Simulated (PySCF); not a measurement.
## Adding and removing an electron: SnH

PBE0; basis Sn aug-cc-pVDZ-PP with ECP28, H aug-cc-pVDZ; scalar-relativistic core potentials; PySCF 2.14. Neutral (UKS): doublet (π ↑), Re = 1.787 Å, ωe = 1696 cm⁻¹, De = 2.56 eV, HOMO -4.96 eV, LUMO -3.13 eV.

SnH⁻ (UKS): triplet (π ↑↑), Re = 1.818 Å, ωe = 1527 cm⁻¹, De = 2.47 eV to Sn⁻ + H. The energies at the minima are -214.84832 hartree for SnH and -214.89706 for SnH⁻.

Question: Work out the adiabatic electron affinity, without and with harmonic zero-point energies (1 hartree = 27.2114 eV, 1 eV = 8065.5 cm⁻¹), and the change of the bond length.

Answer: At PBE0: 0.04874 hartree = 1.326 eV between the minima; the zero-point term (1696.0 − 1527.0)/2 cm⁻¹ = +0.010 eV makes it 1.337 eV. Re changes by +3.1 pm against the neutral. The electron enters a π orbital, which is non-bonding in a hydride.

These are scalar-relativistic numbers at best; spin–orbit coupling would shift them, the dissociation energy most. For an ion De counts to the pair picked by the measured ionisation energies or electron affinities, which need not be the lowest pair at this level. The highest Kohn–Sham level is positive in this anion. Much of that is self-interaction error, but it also means that the finite basis helps to hold the extra electron. States were picked by a PBE0 search and need not be the measured ground states.
